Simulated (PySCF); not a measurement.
C₆ coefficients of unlike pairs at UHF

Calculated with PySCF 2.14 from the dipole response of each species, C₆(A,B) = (3/π) ∫ α_A(iu) α_B(iu) du, in atomic units, from isotropic polarisabilities. For ions this is the dispersion term alone; charge-induced terms of lower order in 1/R come first.

```csv
species,configuration,basis,relativity,α (bohr³),C₆ (like pair)
Ti,[Ar] 3d2 4s2 (3F),"x2c-TZVPPall with one added diffuse shell each of s, p, d, f type (7s6p5d3f1g)",spin-free X2C,146.0,1690
Sb³⁺,[Kr] 4d10 5s2 (1S),aug-cc-pVTZ-DK3 (8s7p5d2f),spin-free X2C,12.13,54.70
Mg,[Ne] 3s2 (1S),aug-cc-pCVDZ (6s5p3d),none,81.22,762.4
Mo⁺,[Kr] 4d5 (6S),def2-TZVPPD with the def2 core potential (28 electrons) (6s4p3d2f1g),core potential,15.60,90.86
```

(1) Estimate C₆ for Mo⁺ with Sb³⁺.

No spin-orbit coupling is included.

The other pairs:

| pair | C₆ |
| --- | --- |
| Mg, Sb³⁺ | 172.9 |
| Mo⁺, Mg | 214.5 |
| Sb³⁺, Ti | 251.4 |
| Mg, Ti | 1129 |
| Mo⁺, Ti | 314.4 |

Answers

(1) The integral gives 69.88. The combination rule 2 C_A C_B / (C_A α_B/α_A + C_B α_A/α_B) gives 70.49 and the geometric mean 70.49.
